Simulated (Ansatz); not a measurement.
An input meant for InMe2H (C₂H₇In) (charge 0, singlet; atoms displaced at random, 0.15 Å in each coordinate).

```yaml
crystal:
  periodic: [false, false, false]
  atoms:
    - {symbol: In, position_ang: [-0.446994, -0.860105, 0.174369]}
    - {symbol: C, position_ang: [1.789042, -0.618282, 0.057878]}
    - {symbol: H, position_ang: [1.935643, -0.309313, 1.084135]}
    - {symbol: H, position_ang: [2.264066, -1.461357, -0.274110]}
    - {symbol: H, position_ang: [2.214066, -1.511357, -0.324110]}
    - {symbol: C, position_ang: [-1.598839, 1.030538, 0.069365]}
    - {symbol: H, position_ang: [-1.253591, 1.620101, -0.985449]}
    - {symbol: H, position_ang: [-1.170461, 1.714815, 0.883995]}
    - {symbol: H, position_ang: [-2.529770, 1.357483, 0.250518]}
    - {symbol: H, position_ang: [-1.354225, -2.213159, 0.182549]}
basis:
  gaussian: {orbitals: def2-mTZVPP, nuclear_model: gaussian}
hamiltonian: {xc: {name: wB97M-V}}
scf: {omitted_lower_state_checks: [starts]}
```

```sh
$ ansatz run in.yaml --threads 4 --pin off --events-out ev --progress --plain --max-ram 3916MiB
```

Shortened log:

```
Functional definition: wB97M-V
1172 factors; their error is unknown
265 factors; integrals over basis functions are off by at most 1.3e-5 eV
mean field evaluation 1: about -7221.9608 eV, gradient 4.8e1 eV
mean field evaluation 2: about -7223.4980 eV, gradient 4.2e1 eV
mean field evaluation 4: about -7227.8174 eV, gradient 1.2e0 eV
mean field evaluation 8: about -7227.8204 eV, gradient 4.9e-2 eV
mean field evaluation 16: about -7227.8371 eV, gradient 5.1e-5 eV
mean field -7227.83710465 eV, -265.6181143918 hartree, gradient 5.1e-5 eV, S^2 0.000000; 0 other end points of the search recorded, 0 dependent functions left out
reference -7227.83717506 eV, -265.6181169794 hartree; 20, 20 occupied and 89, 89 virtual orbitals, 1172 factors
Total energy: -7227.83717506 eV, -265.6181169794 hartree
Checks for a lower state left out: starts
```

In this input one atom was put on top of another. The run converged. The result belongs to that input, not to the species as meant.

In the def2 sets In takes a core potential; there is no spin–orbit coupling.
